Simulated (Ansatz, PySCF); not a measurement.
This Ansatz (a first-principles code) input computes a B3LYP/def2-TZVPD energy:

Ansatz 0.2 input:
```yaml
crystal:
  periodic: [false, false, false]
  atoms:
    - {symbol: Si, position_ang: [1.42832667, 0.70344533, 0.02684706]}
    - {symbol: C, position_ang: [0.22166098, -0.72621441, -0.12660386]}
    - {symbol: Si, position_ang: [-1.58733034, -0.26472415, 0.06857072]}
    - {symbol: H, position_ang: [2.82644347, 0.23993112, -0.14680923]}
    - {symbol: H, position_ang: [1.14071003, 1.72787827, -1.00555719]}
    - {symbol: H, position_ang: [1.30452034, 1.33513403, 1.36237493]}
    - {symbol: H, position_ang: [0.47419056, -1.47992848, 0.62534569]}
    - {symbol: H, position_ang: [0.35930005, -1.19753255, -1.10445823]}
    - {symbol: H, position_ang: [-1.97764760, 0.72081203, -0.96794587]}
    - {symbol: H, position_ang: [-1.81944235, 0.33975544, 1.40227642]}
    - {symbol: H, position_ang: [-2.45775284, -1.45812919, -0.06515268]}
basis:
  gaussian:
    orbitals: def2-TZVPD
hamiltonian:
  xc: {name: B3LYP}
output: {forces: true}
```

Q: Write an input for the same energy in PySCF and say what it gives.

A: 
```python
from pyscf import gto, scf, dft

mol = gto.M(
    atom='''
    Si    1.42832667    0.70344533    0.02684706
    C     0.22166098   -0.72621441   -0.12660386
    Si   -1.58733034   -0.26472415    0.06857072
    H     2.82644347    0.23993112   -0.14680923
    H     1.14071003    1.72787827   -1.00555719
    H     1.30452034    1.33513403    1.36237493
    H     0.47419056   -1.47992848    0.62534569
    H     0.35930005   -1.19753255   -1.10445823
    H    -1.97764760    0.72081203   -0.96794587
    H    -1.81944235    0.33975544    1.40227642
    H    -2.45775284   -1.45812919   -0.06515268
    ''',
    basis='def2-tzvpd',
    charge=0,
    spin=0,
    verbose=4,
)

mf = dft.RKS(mol, xc='b3lyp').density_fit(auxbasis='def2-universal-jkfit')
mf.grids.level = 3
mf.conv_tol = 1e-9
mf.max_cycle = 100
mf.max_memory = 1500
mf.kernel()
if not mf.converged:
    mf = mf.newton()
    mf.kernel(mf.make_rdm1())
mf.analyze()
```
It gives -621.98489 Eh, and Ansatz -621.98480 Eh, a difference of 0.09 mEh, from the treatment of integrals and grids.
